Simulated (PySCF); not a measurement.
# BAs: everyday levels beside a composite calculation

PySCF; the state is a triplet (σ ↑, π ↑). The composite is CCSD(T) extrapolated to the basis-set limit from two correlation-consistent sets, with core-valence (CV) and scalar-relativistic (SR) terms as its label shows; it has no spin–orbit coupling and nothing beyond (T). Here it is CCSD(T)/CBS(DT)+CV. It gives Re = 1.848 Å, ωe = 797 cm⁻¹ and De = 2.84 eV to B + As.

```
    level               basis                           relativity  Re (Å)  ωe (cm⁻¹)  De (eV)
     ROHF        x2c-TZVPPall                        spin-free X2C   1.826        872     1.23
 ROHF-MP2             pcseg-1                        no relativity   1.862        821     2.48
 ROHF-MP2          x2c-SVPall                        spin-free X2C   1.848        846     2.62
 ROHF-MP2        x2c-TZVPPall                        spin-free X2C   1.846        831     2.83
ROHF-CCSD  cc-pVDZ/cc-pVDZ-PP  scalar-relativistic core potentials   1.872        796     2.07
      PBE             pcseg-1                        no relativity   1.869        791     3.37
     BLYP        x2c-TZVPPall                        spin-free X2C   1.872        761     3.24
     TPSS         def2-TZVPPD                        no relativity   1.859        794     3.19
   r²SCAN        x2c-TZVPPall                        spin-free X2C   1.845        821     3.30
BHandHLYP          6-31G(d,p)                        no relativity   1.845        826     2.66
```

Problem. Give the difference of each row from the composite.

Solution. 

```json
{"level": "ROHF", "basis": "x2c-TZVPPall", "ΔRe (pm)": "-2.2", "Δωe (%)": "+9.4", "ΔDe (eV)": "-1.61"}
{"level": "ROHF-MP2", "basis": "pcseg-1", "ΔRe (pm)": "+1.4", "Δωe (%)": "+3.0", "ΔDe (eV)": "-0.36"}
{"level": "ROHF-MP2", "basis": "x2c-SVPall", "ΔRe (pm)": "+0.0", "Δωe (%)": "+6.1", "ΔDe (eV)": "-0.22"}
{"level": "ROHF-MP2", "basis": "x2c-TZVPPall", "ΔRe (pm)": "-0.2", "Δωe (%)": "+4.3", "ΔDe (eV)": "-0.01"}
{"level": "ROHF-CCSD", "basis": "cc-pVDZ/cc-pVDZ-PP", "ΔRe (pm)": "+2.4", "Δωe (%)": "-0.1", "ΔDe (eV)": "-0.77"}
{"level": "PBE", "basis": "pcseg-1", "ΔRe (pm)": "+2.1", "Δωe (%)": "-0.8", "ΔDe (eV)": "+0.53"}
{"level": "BLYP", "basis": "x2c-TZVPPall", "ΔRe (pm)": "+2.4", "Δωe (%)": "-4.5", "ΔDe (eV)": "+0.40"}
{"level": "TPSS", "basis": "def2-TZVPPD", "ΔRe (pm)": "+1.1", "Δωe (%)": "-0.4", "ΔDe (eV)": "+0.35"}
{"level": "r²SCAN", "basis": "x2c-TZVPPall", "ΔRe (pm)": "-0.3", "Δωe (%)": "+3.0", "ΔDe (eV)": "+0.46"}
{"level": "BHandHLYP", "basis": "6-31G(d,p)", "ΔRe (pm)": "-0.3", "Δωe (%)": "+3.6", "ΔDe (eV)": "-0.18"}
```

Problem. Which rows come closest in De?

Solution. ROHF-MP2 in x2c-TZVPPall (-0.01 eV), counted from the composite.

Correlated steps freeze the inner cores (5 to 10 orbitals); shallow outer-core shells are correlated. Correlated levels converge slowly with the basis: in double zeta they bind strong bonds too weakly, by up to about 1 eV, and carry superposition errors of some tenths. Spin–orbit coupling is left out. The state was picked by a PBE0 search and need not be the measured ground state.
